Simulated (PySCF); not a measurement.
Electronic structure of V²⁺ (vanadium, charge +2) at the UHF level

Configuration: [Ar] 3d3, high-spin 4F determinant. Computed with PySCF 2.14 in 6-31G* (5s4p2d1f, 34 functions), with the non-relativistic Hamiltonian (point nucleus).

```json
{
 "Total energy": "-942.087615 hartree",
 "One-electron energy": "-1280.5485 hartree",
 "Hartree (Coulomb) energy": "382.4244 hartree",
 "Exchange energy": "-43.9636 hartree",
 "Kinetic energy": "941.98772 hartree",
 "⟨S²⟩": "3.7518",
 "⟨L²⟩": "12.025",
 "Sum of ⟨r⟩": "14.27 bohr",
 "Sum of ⟨r²⟩": "16.34 bohr²",
 "Density at the nucleus (Gaussians lack the cusp)": "7680 bohr⁻³",
 "Spin density at the nucleus": "-0.00793 bohr⁻³",
 "Langevin diamagnetic susceptibility": "-12.9 ×10⁻⁶ cm³/mol",
 "Time after the integrals": "0.08 s of wall time on 1 thread of Neoverse-V1 (shared host)"
}
```

```csv
shell,electrons,mean orbital energy (hartree),"rms radius, mean of both spins (bohr)"
1s α,1,-202.10220,0.0776
1s β,1,-202.10162,0.0776
2s α,1,-24.51341,0.335
2s β,1,-24.45157,0.335
2p α,3,-20.66515,0.304
2p β,3,-20.60343,0.304
3s α,1,-3.89042,1.03
3s β,1,-3.67565,1.03
3p α,3,-2.75762,1.11
3p β,3,-2.49367,1.11
3d α,3,-1.11082,1.42
```
